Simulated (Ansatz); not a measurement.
CHN2, SMILES `N#C[NH+]` (excited singlet) (charge 1, multiplicity 1). This singlet is an excited state, 1.19 eV above the relaxed triplet at the level B3LYP/cc-pVTZ // PBE0-D3(BJ)/def2-TZVP (Ansatz, an electronic-structure program).

Cartesian coordinates (Å):
```xyz
4

N      1.6826     0.0858     0.0736
C      0.4673     0.0745     0.0968
N     -0.7537     0.1522     0.2494
H     -1.3961    -0.3125    -0.4198
```
Charge +1, spin multiplicity 1.

Frozen-core energies in 6-31g from Ansatz at a geometry from PBE0-D3(BJ)/def2-TZVP; the HF reference has <S^2> = 0.00 (restricted, and unstable towards unrestricted orbitals) and the T1 diagnostic is 0.033.

| level | energy (Ha) |
|---|---|
| HF | -146.78687 |
| MP2 | -147.07089 |
| CCSD | -147.09280 |

Question: Estimate the energies of CCSD(T), CCSDT, CCSDT(Q) and CCSDTQ, and give each level's difference from CCSDTQ.

Answer: 
| level | energy (Ha) | difference from CCSDTQ (mHa) |
|---|---|---|
| MP2 | -147.07089 | 40.82 |
| CCSD | -147.09280 | 18.91 |
| CCSD(T) | -147.10840 | 3.32 |
| CCSDT | -147.10971 | 2.01 |
| CCSDT(Q) | -147.11206 | -0.34 |
| CCSDTQ | -147.11171 | 0.00 |
